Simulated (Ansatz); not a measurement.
C₂H₇InS (`[CH3][In]([CH3])[SH]`), relaxed with RKS PBE0-D4/def2-TZVP in Ansatz 0.2.0 from a GFN2-xTB geometry. The force threshold is 0.005 eV/Å; the program also tests the step.

The species carries charge 0 and has multiplicity 1. In: def2 effective core potential.

Start:

```xyz
11

C    -0.276    0.576    2.162
In    0.309   -0.027    0.087
C    -0.889   -0.278   -1.796
S     2.686   -0.508   -0.189
H     0.634    0.806    2.714
H    -0.925    1.450    2.133
H    -0.799   -0.247    2.647
H    -1.600   -1.090   -1.660
H    -0.231   -0.505   -2.633
H    -1.433    0.642   -1.997
H     2.524   -0.820   -1.467
```

Question: By how much does the energy fall, and how many steps does the optimiser take? (An estimate is asked.)

Answer: Ansatz gave: 0.11 eV, in 36 steps, 7 of them rejected.

Question: Which bonds change most? (Best estimate.)

Answer: The calculation gave: In2–C3 from 2.246 to 2.147 Å; C1–In2 from 2.239 to 2.145 Å; In2–S4 from 2.441 to 2.410 Å; S4–H11 from 1.326 to 1.343 Å.

Question: Give the relaxed structure. (Estimate.)

Answer: Ansatz gave: 
```xyz
11

C    -0.254    0.611    2.055
In    0.279   -0.039    0.082
C    -0.867   -0.199   -1.727
S     2.578   -0.740   -0.094
H     0.616    1.039    2.553
H    -1.055    1.350    2.024
H    -0.597   -0.247    2.637
H    -1.243   -1.220   -1.825
H    -0.236    0.019   -2.589
H    -1.716    0.484   -1.719
H     2.494   -1.059   -1.396
```
